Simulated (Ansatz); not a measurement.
`[AlH2][SiH2][GeH3]` + `O[SiH](O)Br` → `O[SiH](Br)[O][AlH2]` + `[SiH3][GeH3]`  (cleavage of the Al–Si bond)

Gas-phase electronic energies from Ansatz, PBE0-D4/def2-TZVP geometries. CCSD(T)/CBS adds triple-zeta CCSD(T) − MP2 to the extrapolated MP2 energy (def2 sets, frozen cores). DFT in def2-TZVPP. For Br, Ge outer-core shells are correlated without core-valence functions, which leaves a few kJ/mol of doubt a bond. Scalar relativity is left out up to krypton. One conformer a species, not always the lowest.

`[AlH2][SiH2][GeH3]`:

Cartesian coordinates in Å:
```
Al 1.729 0.338 -1.384
Si -0.463 0.807 -0.406
Ge -0.943 -0.804 1.290
H 3.040 0.965 -0.744
H 1.858 -0.650 -2.620
H -1.567 0.729 -1.406
H -0.529 2.151 0.238
H -2.317 -0.558 1.936
H -0.935 -2.225 0.698
H 0.127 -0.753 2.397
```

`O[SiH](O)Br`:

```xyz
7

O    -1.103    0.615   -0.967
Si    0.097    0.361    0.093
O     1.063   -0.839   -0.442
Br   -0.679   -0.248    2.094
H    -1.642   -0.130   -1.238
H     0.788    1.648    0.249
H     1.477   -1.407    0.210
```

`O[SiH](Br)[O][AlH2]`:

Z-matrix (Å, degrees):
```
Si
Br 1 2.232
O 1 1.604 2 107.4
O 1 1.628 2 109.0 3 -123.4
H 1 1.469 2 109.0 3 120.6
Al 3 1.692 1 165.5 2 -44.4
H 4 0.959 1 118.7 2 42.9
H 6 1.576 3 117.2 1 149.4
H 6 1.578 3 117.8 1 -31.7
```

`[SiH3][GeH3]`:

Z-matrix (Å, degrees):
```
Si
Ge 1 2.378
H 1 1.487 2 110.1
H 1 1.487 2 110.1 3 -120.0
H 1 1.487 2 110.1 3 120.0
H 2 1.538 1 110.6 3 179.7
H 2 1.538 1 110.6 3 -60.3
H 2 1.538 1 110.6 3 59.7
```

| level | ΔE (eV) |
| --- | --- |
| ωB97M-V | -1.65 |
| SCS-MP2/def2-TZVPP | -1.74 |

**Question.** What does CCSD(T)/CBS give? (Best estimate.)

**Answer.** The calculation gave: -1.61 eV. The listed levels differ from it by -0.04, -0.13 eV.

Largest T1 diagnostic among the species: 0.012.

In def2-TZVPP, CCSD(T) changes the Hartree–Fock value by +0.23 eV (the triples alone add +0.03 eV) and MP2 by +0.14 eV. From PBE to PBE0 (25 % exact exchange), in def2-TZVPP and without D4, ΔE moves by −0.07 eV.
